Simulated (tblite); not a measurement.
Problem. What does the GFN2-xTB structure of `C[C](O)O/C(F)=C\C(F)F` [radical] look like in three dimensions? (Doublet state.)

Solution. 
```xyz
16
C5H6F3O2 angstrom
C      2.4814   -0.5362   -0.8019
C      1.6400   -0.0100    0.3035
O      2.1844    0.0158    1.5420
O      0.3062   -0.0134    0.0663
C     -0.6923    0.3210    0.8589
F     -0.3675    0.5889    2.1539
C     -1.9868    0.4034    0.4879
C     -2.4394    0.1192   -0.8942
F     -3.0721    1.1947   -1.4434
F     -3.3657   -0.8805   -0.9174
H      2.5156   -1.6304   -0.8009
H      3.4958   -0.1679   -0.6756
H      2.0829   -0.2066   -1.7574
H      1.5597    0.3065    2.2200
H     -2.7291    0.6729    1.2170
H     -1.6208   -0.1683   -1.5702
```

Orientation and origin are arbitrary. Atoms count from 1 in this order. H14 on O3 lies 1.95 Å from F6, 5 bonds away (angle at H 131°; Bondi radii sum to 2.67 Å). Of the pairs four or more bonds apart, those above aside, O3···F6 is among the closest relative to their van der Waals radii: 2.69 Å, 90 % of the sum of Bondi's values. C7 (carbon bonded to 2 C and H) is planar (angles 122.5°, 119.4° and 118.0°, sum 360.0°, 0.00 Å off the plane of its three neighbours). The C–C distances run from 1.349 Å (C5=C7, drawn double) to 1.486 Å (C1–C2, drawn single), a spread of 0.137 Å.

Bonds between heavy atoms (Å): C1–C2 1.486, C2–O3 1.353, C2–O4 1.355, O4–C5 1.318, C5–F6 1.362, C5=C7 1.349, C7–C8 1.482, C8–F9 1.363, C8–F10 1.363.

The geometry is computed with GFN2-xTB (gas phase). This method treats the open shell by occupation alone, without spin polarisation.

Point group: C1 (no symmetry element, even within 0.4 Å). Its GFN2-xTB frequencies are all real (lowest 22 cm⁻¹). Torsions: C1–C2–O3–H -176°, C1–C2–O4–C5 176°, C2–O4–C5–F6 -7°, C5–C7–C8–F9 -121°. 3 starts were optimised and ended at 0.00, 2.97 and 5.21 kcal/mol (GFN2-xTB); the lowest of these is shown.

One conformer stands for the species.
